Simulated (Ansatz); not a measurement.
A nudged elastic band was laid between two geometries of C3H11GeN (16 atoms, charge 0, multiplicity 1).

Theory: Ansatz 0.2.0, RKS PBE0/def2-SVP.

```yaml
movable_images: 7
climbing_image: yes
spring: 5.0 eV/Å²
optimiser: quadratic models (default)
start_path: IDPP
force_threshold: 0.05 eV/Å
iteration_limit: 45
end_points: relaxed
```

First end point:

```xyz
16
Properties=species:S:1:pos:R:3
C 0.014 1.201 -0.995
C 0.094 0.146 0.104
C 1.328 -0.737 -0.093
N 0.069 0.830 1.393
Ge -1.565 -0.950 0.068
H 0.917 1.840 -0.972
H -0.040 0.749 -1.997
H -0.859 1.855 -0.854
H 1.404 -1.508 0.691
H 2.245 -0.122 -0.044
H 1.323 -1.251 -1.068
H 0.222 0.169 2.153
H 0.835 1.505 1.444
H -1.594 -1.878 -1.168
H -2.805 -0.039 0.043
H -1.609 -1.832 1.337
```

Last end point:

```xyz
16
Properties=species:S:1:pos:R:3
C 0.003 1.162 -1.072
C 0.167 0.173 0.077
C 1.442 -0.645 -0.101
N 0.278 0.929 1.321
Ge -1.413 -1.052 0.140
H 0.860 1.857 -1.085
H -0.049 0.649 -2.044
H -0.913 1.765 -0.962
H 1.581 -1.366 0.721
H 2.315 0.030 -0.104
H 1.432 -1.211 -1.045
H -0.557 1.489 1.488
H 0.383 0.308 2.122
H -1.624 -1.902 -1.134
H -2.683 -0.203 0.380
H -1.246 -2.007 1.345
```

Problem. What changes between the two ends?

Solution. No bond is made or broken. The dihedral Ge5–C2–N4–H12 goes from 70 to -60°.

Problem. Give the energies along the band, and the barrier.

Solution. The run converged. The highest image is number 4 of 0 to 8, 0.168 eV above the first end and 0.183 eV above the last; the last end lies 0.015 eV below the first. A vibrational analysis at the climbing image gives one clearly imaginary mode, 342i cm⁻¹: a first-order saddle point.

| image | path coordinate (Å) | energy (eV) | dihedral Ge5–C2–N4–H12 (°) |
| --- | --- | --- | --- |
| 0 | 0.00 | 0.000 | 70 |
| 1 | 0.35 | 0.020 | 56 |
| 2 | 0.69 | 0.076 | 39 |
| 3 | 1.04 | 0.141 | 22 |
| 4 | 1.39 | 0.168 | 4 |
| 5 | 1.75 | 0.137 | -14 |
| 6 | 2.11 | 0.068 | -30 |
| 7 | 2.47 | 0.007 | -46 |
| 8 | 2.83 | -0.015 | -60 |

Problem. What is the geometry of the highest image?

Solution. 
```xyz
16
Properties=species:S:1:pos:R:3
C -0.088 1.180 -1.077
C 0.107 0.206 0.089
C 1.385 -0.609 -0.122
N 0.174 0.959 1.344
Ge -1.433 -1.052 0.137
H 0.770 1.873 -1.130
H -0.171 0.662 -2.047
H -0.990 1.792 -0.928
H 1.534 -1.350 0.680
H 2.261 0.066 -0.123
H 1.385 -1.142 -1.085
H -0.512 0.681 2.038
H 1.091 0.873 1.775
H -1.502 -1.901 -1.149
H -2.753 -0.267 0.290
H -1.282 -1.993 1.353
```

Problem. What are the harmonic wavenumbers there?

Solution. 342i, 93, 209, 213, 258, 288, 299, 374, 415, 552, 565, 584, 710, 825, 866, 880, 886, 939, 999, 1007, 1094, 1179, 1229, 1293, 1375, 1391, 1447, 1455, 1467, 1475, 1632, 2133, 2142, 2147, 3024, 3037, 3112, 3127, 3146, 3153, 3557, 3646 cm⁻¹.

The run took 3.5 min on 2 threads of Arm Neoverse V2, with other jobs on the host, peak memory 0.45 GiB.
